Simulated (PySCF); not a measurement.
# Do core-level shifts follow atomic charges?

C4H8BFO2.
Atom-mapped SMILES: `[CH3:1][CH2:2][C@@H:3]1[O:4][BH:5][O:6][C@H:7]1[F:8]`

Structure used (PBE0-D3(BJ)/def2-SVP), in Å, numbered top down from 1:
```
atom  x, y, z in Å
C1     2.0501    0.4945   -0.6289
C2     1.0661   -0.2508    0.2556
C3    -0.3215   -0.3424   -0.3488
O4    -0.8453    0.9604   -0.5994
B5    -1.8875    1.1575    0.2465
O6    -2.1620    0.0571    1.0207
C7    -1.3606   -0.9894    0.5819
F8    -2.1296   -1.8805   -0.1051
H9     2.1986   -0.0287   -1.5862
H10    1.6797    1.5047   -0.8540
H11    3.0314    0.5892   -0.1421
H12    1.4205   -1.2777    0.4496
H13    0.9858    0.2426    1.2405
H14   -0.2982   -0.9010   -1.2985
H15   -2.5000    2.1838    0.3300
H16   -0.9279   -1.5226    1.4444
```

Binding energies: PySCF 2.14.0, delta-SCF UKS SCAN, pcX-2 on the ionised atom, pcseg-1 elsewhere, spin-free X2C. Charges: PBE0/pcSseg-1 ground-state density, for the ionised atom.

| atom | environment | C 1s (eV) | Mulliken (e) | IAO (e) | Hirshfeld (e) | ESP (e) |
| --- | --- | --- | --- | --- | --- | --- |
| C1 | methyl carbon | 290.92 | -0.269 | -0.412 | -0.114 | -0.205 |
| C2 | chain CH2 carbon | 291.24 | -0.256 | -0.255 | -0.068 | -0.003 |
| C3 | sp3 carbon bound to oxygen | 292.68 | -0.042 | +0.051 | +0.037 | +0.012 |
| C7 | sp3 C–F carbon | 294.86 | +0.460 | +0.342 | +0.128 | +0.447 |

Task: How well does each charge scheme correlate with the binding energies over these sites?

Result: Mulliken: r = 0.99, slope 5.2 eV per e; IAO: r = 0.98, slope 5.3 eV per e; Hirshfeld: r = 0.98, slope 16.2 eV per e; ESP: r = 0.95, slope 6.2 eV per e. On 4 points no scheme stands out.

Task: The point-charge model writes a binding energy as kq + V + constant, with V the potential of the other atoms' charges at the site. What does it give with the IAO charges?

Result: V = Σ 14.40 eV Å × q/r over all other atoms: +5.06 eV at C1, +3.03 eV at C2, -0.67 eV at C3, -4.19 eV at C7. Fitting binding energy − V to q gives k = 17.5 eV per e and leaves an rms residual of 0.27 eV, against 0.29 eV for the fit on q alone. The model has no term for differences in relaxation between sites.

The structure is a single PBE0-D3(BJ)/def2-SVP conformer in the gas phase; no vibrational or solvent corrections.
